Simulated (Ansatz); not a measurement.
`CCC[BH][AlH2]` + `OBF` → `CCOBF` + `C[BH][AlH2]`  (substitution at a C–C bond)

Gas-phase electronic energies from Ansatz, PBE0-D4/def2-TZVP geometries. CBS: MP2 limit from def2 TZ/QZ plus the TZ coupled-cluster correction, frozen cores. This one scheme is used for every species. DFT in def2-TZVPP. B3LYP here is the variant with VWN-RPA as its local correlation; programs differ in this. HSE06 is defined as in plane-wave codes. Each species was taken in one conformer, which may not be the lowest.

```csv
level,ΔE (kJ/mol),difference from CCSD(T)/CBS
PBE-D4,35.4,-3.3
r2SCAN-D4,32.9,-5.8
B3LYP-D4,30.8,-7.9
r2SCAN0-D4,35.3,-3.4
BHLYP-D4,31.0,-7.7
CAM-B3LYP-D4,29.1,-9.6
HSE06,32.6,-6.1
MP2/def2-SVP,40.4,1.7
MP2/def2-QZVPP,43.6,4.9
MP2/CBS(def2),44.5,5.8
CCSD(T)/CBS,38.7,0
```

Question: What do rigid-rotor, harmonic-oscillator terms from PBE0-D4/def2-TZVP frequencies (298.15 K, 1 bar) make of the CCSD(T)/CBS value? (Best estimate.)

Answer: Ansatz gave: ΔZPE = -1.7 kJ/mol, ΔH = +37.9 kJ/mol, ΔS = 9 J/(mol·K), ΔG = +35.3 kJ/mol. Modes under 50 cm⁻¹ make the entropy rough.

Largest T1 diagnostic among the species: 0.013.

In def2-TZVPP, CCSD(T) changes the Hartree–Fock value by +17.0 kJ/mol (the triples alone add +1.7 kJ/mol) and MP2 by +22.8 kJ/mol. From BLYP to BHLYP (50 % exact exchange), in def2-TZVPP and without D4, ΔE moves by +5.1 kJ/mol.
